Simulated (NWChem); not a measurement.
System: C3H3Cl2F; SMILES F[C@@H]1CC1(Cl)Cl

NWChem input:

```
start job
memory heap 200 mb stack 900 mb global 1100 mb
geometry units angstroms
  F     -1.996686    -0.493333    -0.996243
  C     -1.421838     0.033471     0.109449
  C     -0.814321     1.403025     0.008000
  C      0.069002     0.197492     0.135986
  Cl     1.023777    -0.311441    -1.241372
  Cl     0.885399    -0.082026     1.663992
  H     -1.945198    -0.286148     1.002588
  H     -0.904272     2.071834     0.849564
  H     -0.844329     1.881953    -0.959274
end
basis spherical
  * library def2-svp
end
dft
  xc xpbe96 cpbe96
  disp vdw 4
  iterations 150
end
driver
  maxiter 120
end
task dft optimize
task dft freq
```

The level has its own optimisation; frequencies are unscaled. Brackets give each atom's bonded neighbours.

Q: What results follow from this input? (PBE-D3(BJ)/def2-SVP.) Quantities: r C–F (Å); r C–C [C(CCFH)–C(CCHH)] (Å); r C–C [C(CCClCl)–C(CCFH)] (Å); r C–H [C(CCFH)–H(C)] (Å); highest harmonic frequency (cm⁻¹); lowest (cm⁻¹); zero-point energy (kcal/mol); dipole (D).

A: 
```
Item                               Result
---------------------------------  ------
r C–F (Å)                           1.358
r C–C [C(CCFH)–C(CCHH)] (Å)         1.512
r C–C [C(CCClCl)–C(CCFH)] (Å)       1.509
r C–H [C(CCFH)–H(C)] (Å)            1.104
highest harmonic frequency (cm⁻¹)    3178
lowest (cm⁻¹)                         161
zero-point energy (kcal/mol)         33.3
dipole (D)                           1.80
```
